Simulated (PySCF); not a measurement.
**Continuum solvent and chemical shifts**

Atoms are numbered as in `[CH3:1][CH2:2][c:3]1[n:4][n:5][c:6]([CH3:7])[n:8]1[CH3:9]` (H(Xn): hydrogen on atom n).

GIAO PBE0/pcSseg-1 in PySCF 2.14 on one PBE0-D3(BJ)/def2-SVP conformer, non-relativistic, equivalent nuclei averaged. Solvents enter as an IEF-PCM continuum (tetrahydrofuran with ε = 7.4, acetonitrile with ε = 35.7) around the gas-phase geometry. Shifts are referred to TMS computed in the same medium.

Gas phase, δ in ppm: C3 157.5, C6 152.8, C9 29.4, C2 21.6, C1 15.1, C7 12.5, H(C9) 3.28, H(C2) 2.68, H(C7) 2.34, H(C1) 1.11. Dipole moment 6.14 D.

Q: How does each δ change in the continuum?

A: 
```
atoms                                          environment  Δδ, tetrahydrofuran  Δδ, acetonitrile
   C3  substituted aromatic carbon next to a ring nitrogen                 +4.8              +5.8
   C6  substituted aromatic carbon next to a ring nitrogen                 +5.3              +6.5
   C9                            methyl carbon bonded to N                 +0.9              +1.1
   C2                          sp3 CH2 on an aromatic ring                 +0.6              +0.8
   C1                                        methyl carbon                 +0.1              +0.1
   C7                    methyl carbon on an aromatic ring                 +0.6              +0.7
H(C9)              hydrogen on a methyl carbon bonded to N                +0.22             +0.27
H(C2)           hydrogen on an sp3 CH2 on an aromatic ring                +0.08             +0.10
H(C7)      hydrogen on a methyl carbon on an aromatic ring                +0.11             +0.14
H(C1)                          hydrogen on a methyl carbon                +0.06             +0.08
```

Changes are relative to the gas phase. The dipole moment becomes 8.06 D in tetrahydrofuran, 8.52 D in acetonitrile.

Q: Which of the listed nuclei move most (in ppm), and what does the model miss? (N and O are left out, as their reference compounds move with the solvent too.)

A: C6 (substituted aromatic carbon next to a ring nitrogen, +6.5 ppm) in acetonitrile. A continuum only polarises the solute; specific hydrogen bonds, the anisotropy of aromatic solvents and changes of geometry or conformer are outside it.
